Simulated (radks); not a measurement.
All-electron atom: the beryllium ion Be+ in [He] 2s1 (the NIST ground configuration).

All-electron calculation, scalar-relativistic Kohn-Sham, BLYP, spin-polarised, spherical densities, finite nucleus; open shells are filled with parallel spins first; Fermi nuclear charge, rms radius 2.519 fm. Program: a radial shooting solver on a logarithmic mesh with Libxc functionals.

Energy parts (Ry):
| part | energy |
|---|---|
| total | -28.66895 |
| kinetic | 28.58962 |
| electron-nucleus | -63.82793 |
| Hartree | 11.68181 |
| exchange-correlation | -5.11246 |

Orbitals (lengths in bohr, moments of r in powers of bohr):
1s up: occ. 1; eigenvalue (Ry) -8.68325; <1/r> 3.675
1s down: occ. 1; eigenvalue (Ry) -8.65187; <1/r> 3.668
2s up: occ. 1; eigenvalue (Ry) -1.05078; <1/r> 0.6357

The highest occupied level is 2s up at -14.297 eV. The spin density at the nucleus is 1.0706 e/bohr^3 (1s 0.0734, 2s 0.9972).
